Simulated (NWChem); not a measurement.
## Atomisation of CH3N2S

```
C
N 1 1.3035
H 2 1.0219 1 111.51
N 1 1.3492 2 120.92 3 -162.00
H 4 1.0100 1 119.31 2 -160.69
H 4 1.0127 5 118.83 1 -156.27
S 1 1.7212 2 117.42 3 25.19
```
Charge 0, spin multiplicity 2.

Everything below was run with NWChem. All single points use one geometry, from UPBE0/def2-SVP, a minimum by its harmonic frequencies. It is one conformer; others weren't searched.

Basis set: def2-TZVP. The atomisation energy is electronic alone: no zero-point, thermal, spin-orbit or counterpoise terms. No value is extrapolated to the basis-set limit. Free atoms are single determinants with multiplicities N 4, C 3, S 3, H 2.

B3LYP has NWChem's definition, with VWN1-RPA local correlation. The structure started from a generated list of species. No SCF solution was tested for a lower state.

Question: For the atomisation energy, B3LYP gives 597.2 kcal/mol and PBE gives 628.7 kcal/mol. What do LDA (SVWN5), LC-wPBE (omega 0.3 per bohr), TPSS give?

Answer: LDA (SVWN5): 718.9 kcal/mol; LC-wPBE (omega 0.3 per bohr): 606.3 kcal/mol; TPSS: 602.7 kcal/mol.
